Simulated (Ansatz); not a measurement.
System: sum formula SiN3H6Br (charge 0, singlet). 
Coordinates optimised at B3LYP-D3(BJ)/def2-TZVP (Ansatz, a quantum-chemistry and plane-wave program):
SMILES: N[Si](N)(N)Br
```xyz
11

Si    -0.1602    -0.0940    -0.8293
Br     0.2700     0.1611     1.3794
N      1.3848    -0.4288    -1.4740
N     -1.0554     1.3119    -1.1997
N     -1.1426    -1.3951    -1.3111
H      1.5044    -0.6190    -2.4565
H      2.2171    -0.0541    -1.0505
H     -1.4166     1.4646    -2.1281
H     -0.9032     2.1718    -0.6997
H     -0.7798    -2.3347    -1.2956
H     -2.1355    -1.3676    -1.1432
```

Quantity: atomisation energy (electronic, to ground-state atoms), in eV. Valence correlation only, unless marked. Open shells are spin-unrestricted. No spin-orbit coupling. The frozen core is the preceding noble-gas configuration, with the filled d and f shells of earlier blocks. No relativistic terms. The coupled-cluster limit lacks core correlation, which all-electron functionals hold. Basis-set limits of correlation are two-point, X^-3; Hartree-Fock from the larger set. The bracket is a focal-point correction in the basis named.

```tsv
level	program	atomisation energy (eV)
BLYP-D4/def2-TZVPD	Ansatz + dftd4	40.19
B2PLYP-D4/def2-TZVPD	Ansatz + dftd4	39.61
B2PLYP/def2-TZVPD	Ansatz	39.40
CCSD/STO-3G	Ansatz	33.28
CCSD/def2-SVP	Ansatz	…
RI-MP2/CBS(def2-TZVPPD,def2-QZVPPD)+[CCSD(T)-MP2]/def2-TZVPPD	Ansatz	…
```

Problem. Fill in the missing entries.

Solution. 
- CCSD/def2-SVP, atomisation energy (eV): 35.78
- RI-MP2/CBS(def2-TZVPPD,def2-QZVPPD)+[CCSD(T)-MP2]/def2-TZVPPD, atomisation energy (eV): 40.06
